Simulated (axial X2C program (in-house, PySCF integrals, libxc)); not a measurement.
Working with the constants of SbTe⁺

A bond curve at the PBE0 level, two-component, was computed with an in-house all-electron X2C program for linear molecules (integrals from PySCF) (basis Te dyall-cv3z [11s12p8d4f1g], Sb dyall-cv3z [11s12p8d4f1g] (cores contracted in-house)) for the state Ω = 0 (closed shell). Its fit gives Re = 2.4538 Å, ωe = 302.0 cm⁻¹, ωexe = 0.449 cm⁻¹ and αe = 8.808e-05 cm⁻¹; the masses are 129.9062 and 120.9038 u. Two-component means X2C with spin–orbit coupling and atomic mean-field Coulomb and Gaunt terms.

Question: Find the reduced mass, Be and the force constant.

Answer: From the PBE0 values: μ = 62.6217 u. Be = 16.8576/(μ Re²) = 0.04471 cm⁻¹. k = 5.8918×10⁻⁷ μ ωe² = 3.37 mdyn/Å.

Question: Estimate the centrifugal constant by the Kratzer relation.

Answer: D = 4Be³/ωe² = 3.92e-09 cm⁻¹.

Question: A Morse curve ties αe to the other constants (Pekeris). How well does that hold?

Answer: αe(Morse) = 6Be²/ωe × (√(ωexe/Be) − 1) = 8.614e-05 cm⁻¹; the PBE0 curve gives 8.808e-05 cm⁻¹, a ratio of 0.98.

Question: Where do the fundamental and the first overtone lie?

Answer: ν(1←0) = ωe − 2ωexe = 301.1 cm⁻¹; ν(2←0) = 2ωe − 6ωexe = 601.3 cm⁻¹.

Question: Estimate De from a Morse curve and compare with the computed well depth of 4.021 eV to Te+ + Sb.

Answer: De(Morse) = ωe²/(4ωexe) = 6.296 eV against 4.021 eV computed, a ratio of 1.57. The extrapolation overshoots: the well softens faster than a Morse curve, or the lowest atomic limit lies below the one to which the curve heads.

The state is one determinant whose occupation by symmetry is held fixed; it was picked as the lowest of a PBE0 search that is not exhaustive. Dissociation energies refer to the lowest single-determinant-based atoms at the same level and basis.
